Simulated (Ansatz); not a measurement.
Ansatz (an electronic-structure program) input for WSCl4, SMILES [S]=[W]([Cl])([Cl])([Cl])[Cl], multiplicity 1, PBE0/def2-TZVPD. Coordinates come from a B3LYP-D3(BJ)/def2-SVP optimisation. The spin state was assumed, not searched. The isomer is the one that the SMILES or the coordinates give; other isomers of the formula were not compared. The def2 effective core potentials stand for the cores of W; spin–orbit coupling is left out.

Ansatz 0.2 input:
```yaml
crystal:
  periodic: [false, false, false]
  atoms:
    - {symbol: W, position_ang: [0.00000000, 0.00000000, 0.09303518]}
    - {symbol: S, position_ang: [-0.00000002, 0.00000000, 2.23755982]}
    - {symbol: Cl, position_ang: [0.00000001, -0.00000000, -2.31005130]}
    - {symbol: Cl, position_ang: [1.97388251, -1.13962160, -0.06695465]}
    - {symbol: Cl, position_ang: [-1.97388251, -1.13962160, -0.06695468]}
    - {symbol: Cl, position_ang: [-0.00000001, 2.27924320, -0.06695467]}
basis:
  gaussian:
    orbitals: def2-TZVPD
hamiltonian:
  xc: {name: PBE0}
```

Program output:

```
WARN ansatz: RAYON_NUM_THREADS=2 ignored (pool sized by the plan → 2); use --threads N
Functional definition: PBE0
integrals: 0.42 GiB planned
1963 factors; their error is unknown
mean field: 2.82 GiB planned
mean field evaluation 1: about -62734.6282 eV, gradient 4.3e1 eV
mean field evaluation 2: about -62654.8614 eV, gradient 2.0e2 eV
mean field evaluation 4: about -62738.4835 eV, gradient 1.5e1 eV
mean field evaluation 8: about -62739.0878 eV, gradient 8.8e-2 eV
mean field evaluation 16: about -62739.2425 eV, gradient 6.5e-5 eV
mean field -62739.24246546 eV, -2305.6246344197 hartree, gradient 6.5e-5 eV, S^2 0.000000; 0 other end points of the search recorded, 0 dependent functions left out
reference -62739.24253759 eV, -2305.6246370705 hartree; 49, 49 occupied and 224, 224 virtual orbitals, 1963 factors
Total energy: -62739.24253759 eV, -2305.6246370705 hartree
```

The run converged.
